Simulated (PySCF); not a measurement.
C₅H₃F₂O (doublet state).
Cartesian coordinates in Å at the GFN2-xTB level; atoms count from 1:
```xyz
11
C5H3F2O angstrom
C      2.350    0.019    0.810
C      1.457    0.942    0.205
O      1.721    2.121   -0.020
C      0.166    0.383   -0.144
C     -0.921   -0.003   -0.485
C     -2.225   -0.546   -0.836
F     -2.248   -1.894   -0.681
F     -3.196   -0.049   -0.033
H      2.065   -1.003    0.983
H      3.332    0.353    1.098
H     -2.496   -0.318   -1.882
```

The hyperfine couplings belong to this conformer and change with its torsions.

As a line formula: `[CH2]C(=O)C#CC(F)F` [radical].

Level of theory: UKS B3LYP, pcH-1 on C F H O, non-relativistic, mean-field spin-orbit, GIAO (PySCF). Isolated species at its GFN2-xTB geometry (one conformer only). Couplings are sensitive to structure, and on GFN2-xTB geometries they can be far from those on DFT ones. The SCF solution wasn't tested for stability.

Q: Give the principal g shifts and their parts.

A: 
| Δg (ppt) | 1 | 2 | 3 |
| --- | --- | --- | --- |
| relativistic mass correction | -0.19 | -0.19 | -0.19 |
| gauge correction | -0.01 | 0.04 | 0.04 |
| orbital Zeeman/spin–orbit | 0.00 | 2.17 | 6.63 |
| total | -0.20 | 2.02 | 6.48 |

So g = 2.00212, 2.00434, 2.00880 and g_iso = 2.00509; the tensor is rhombic: the two nearest values differ by 33 % of g3 − g1. Axes: g3 points within 9° of the C2–O3 bond.

Q: How much does each term add to the isotropic shift?

A: The orbital-Zeeman/spin–orbit term 2.94, the mass correction -0.19 and the gauge correction 0.02 ppt, for a total of 2.77 ppt. The orbital-Zeeman/spin–orbit term is the largest in size. The mass correction is the same along every axis, so the anisotropy comes from the other two: their spans along these axes are 0.05 (gauge) and 6.64 ppt (orbital Zeeman/spin–orbit).

Q: At 9.444 GHz, how far is the centre of the isotropic spectrum from where a free electron (g = 2.002319) resonates?

A: B = hν/(g μB) with μB/h = 13.99624 MHz/mT gives 336.99 mT for the free electron and 336.52 mT at g_iso, 0.47 mT lower.

Q: What are the electron Larmor frequencies g μB B/h along the three axes at 340 mT?

A: 9.5275, 9.5381, 9.5593 GHz for g1, g2 and g3, a range of 31.8 MHz.

Q: In a frozen sample, at which fields do the three g values resonate at 9.5, 34, 94 and 263 GHz (hyperfine left aside), and which band first spreads them over more than twice a line width of 0.3 mT?

A: 
```tsv
band	GHz	B(g3) mT	B(g2) mT	B(g1) mT	spread mT
X	9.5	337.89	338.64	339.02	1.13
Q	34.0	1209.29	1211.98	1213.33	4.04
W	94.0	3343.33	3350.77	3354.49	11.16
J	263.0	9354.20	9375.02	9385.43	31.22
```

The spread grows in proportion to the frequency. X band is the first where it exceeds 0.6 mT.

The largest Mulliken spin populations are on C1 (+0.86), O3 (+0.34) and C2 (-0.13). The angles at C1 add up to 360.0°, so it is planar; its axial dipolar tensor and the negative couplings of its protons fit spin in a p orbital normal to that plane.

The HOMO–LUMO gaps are 5.95 eV among the α and 3.55 eV among the β orbitals.
